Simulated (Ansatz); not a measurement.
`O[SiH](F)[AlH2]` + `N[SiH2]F` → `F[SiH2][NH][AlH2]` + `O[SiH2]F`  (cleavage of the Al–Si bond)

Computed with Ansatz on PBE0-D4/def2-TZVP structures; ΔE is electronic, products minus reactants. CCSD(T)/CBS is the MP2 limit (def2-TZVPP, def2-QZVPP) plus CCSD(T) − MP2 in def2-TZVPP, frozen cores. DFT in def2-TZVPP. B3LYP here is the variant with VWN-RPA as its local correlation; programs differ in this. Each species was taken in one conformer, which may not be the lowest.

`O[SiH](F)[AlH2]`:

```xyz
8

O     0.710   -1.313   -0.966
Si   -0.520   -0.331   -0.488
F    -1.046    0.532   -1.742
Al    0.466    1.137    1.238
H     0.508   -2.064   -1.528
H    -1.699   -1.167   -0.113
H     1.397    2.353    0.823
H     0.185    0.853    2.776
```

`N[SiH2]F`:

Cartesian coordinates in Å:
```
N -0.847 -0.177 0.591
Si 0.583 0.135 -0.265
F 0.464 -0.043 -1.855
H -1.602 0.488 0.627
H -1.165 -1.114 0.773
H 1.609 -0.837 0.174
H 0.958 1.548 -0.044
```

`F[SiH2][NH][AlH2]`:

Z-matrix (Å, degrees):
```
Si
N 1 1.707
F 1 1.603 2 112.0
H 1 1.480 2 108.3 3 117.8
H 1 1.482 2 111.3 3 -117.8
Al 2 1.790 1 128.8 3 -100.2
H 2 1.013 1 114.9 3 77.7
H 6 1.581 2 117.4 1 179.2
H 6 1.579 2 117.5 1 -1.4
```

`O[SiH2]F`:

Cartesian coordinates in Å:
```
O -0.958 0.701 -0.460
Si 0.140 -0.282 0.237
F 1.274 0.563 0.977
H -0.709 1.198 -1.240
H -0.589 -1.064 1.252
H 0.842 -1.116 -0.767
```

```json
{"level": "LDA (SPW92)", "ΔE (kJ/mol)": "-107.1", "difference from CCSD(T)/CBS": "16.9"}
{"level": "PBE-D4", "ΔE (kJ/mol)": "-102.6", "difference from CCSD(T)/CBS": "21.4"}
{"level": "revPBE-D4", "ΔE (kJ/mol)": "-103.3", "difference from CCSD(T)/CBS": "20.7"}
{"level": "BLYP-D4", "ΔE (kJ/mol)": "-116.2", "difference from CCSD(T)/CBS": "7.8"}
{"level": "B97M-V", "ΔE (kJ/mol)": "-124.9", "difference from CCSD(T)/CBS": "-0.9"}
{"level": "B3LYP-D4", "ΔE (kJ/mol)": "-119.3", "difference from CCSD(T)/CBS": "4.7"}
{"level": "BHLYP-D4", "ΔE (kJ/mol)": "-125.3", "difference from CCSD(T)/CBS": "-1.3"}
{"level": "ωB97X-V", "ΔE (kJ/mol)": "-117.6", "difference from CCSD(T)/CBS": "6.4"}
{"level": "B2PLYP", "ΔE (kJ/mol)": "-125.6", "difference from CCSD(T)/CBS": "-1.6"}
{"level": "revPBE", "ΔE (kJ/mol)": "-99.2", "difference from CCSD(T)/CBS": "24.8"}
{"level": "PBE0", "ΔE (kJ/mol)": "-107.0", "difference from CCSD(T)/CBS": "17.0"}
{"level": "MP2/def2-SVP", "ΔE (kJ/mol)": "-141.2", "difference from CCSD(T)/CBS": "-17.2"}
{"level": "CCSD(T)/def2-SVP", "ΔE (kJ/mol)": "-133.1", "difference from CCSD(T)/CBS": "-9.1"}
{"level": "MP2/def2-TZVPP", "ΔE (kJ/mol)": "-135.8", "difference from CCSD(T)/CBS": "-11.8"}
{"level": "HF/def2-QZVPP", "ΔE (kJ/mol)": "-130.8", "difference from CCSD(T)/CBS": "-6.8"}
{"level": "HF/CBS(def2)", "ΔE (kJ/mol)": "-131.0", "difference from CCSD(T)/CBS": "-7.0"}
{"level": "CCSD(T)/CBS", "ΔE (kJ/mol)": "-124.0", "difference from CCSD(T)/CBS": "0"}
```

Task: What do rigid-rotor, harmonic-oscillator terms from PBE0-D4/def2-TZVP frequencies (298.15 K, 1 bar) make of the CCSD(T)/CBS value? (Best estimate.)

Result: Ansatz gave: ΔZPE = -2.4 kJ/mol, ΔH = -128.7 kJ/mol, ΔS = -17 J/(mol·K), ΔG = -123.7 kJ/mol.

Largest T1 diagnostic among the species: 0.012.

From PBE to PBE0 (25 % exact exchange), in def2-TZVPP and without D4, ΔE moves by −5.3 kJ/mol. Leaving LDA and LC-ωPBE aside and taking each functional with its dispersion term where it has one, the values, not all of them listed here, spread over 23.1 kJ/mol, from ωB97M-V to PBE-D4. LDA lies −5.4 kJ/mol from PBE without D4. At CCSD(T), def2-SVP lies −9.1 kJ/mol from the extrapolated value and def2-TZVPP −2.2 kJ/mol.
